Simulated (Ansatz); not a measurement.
Reaction (formal exchange of groups at the Si–As bond): `O[SiH2][AsH2]` + `CBCl` → `CB(Cl)[SiH2]O` + `[AsH3]`

Calculated with Ansatz (gas phase, PBE0-D4/def2-TZVP geometries, no zero-point term in ΔE). CBS: MP2 limit from def2 TZ/QZ plus the TZ coupled-cluster correction, frozen cores. Functionals use def2-TZVPP. For As outer-core shells are correlated without core-valence functions, which leaves a few kJ/mol of doubt a bond. Scalar relativity is left out up to krypton. Each species was taken in one conformer, which may not be the lowest.

```tsv
level	ΔE (kJ/mol)
ωB97M-V	52.2
CCSD/CBS(def2)	53.0
```

Q: What does CCSD(T)/CBS give? (Best estimate.)

A: Ansatz gave: +52.1 kJ/mol. The listed levels differ from it by 0.1, 0.9 kJ/mol.

Largest T1 diagnostic among the species: 0.012.

From PBE to PBE0 (25 % exact exchange), in def2-TZVPP and without D4, ΔE moves by +3.4 kJ/mol.
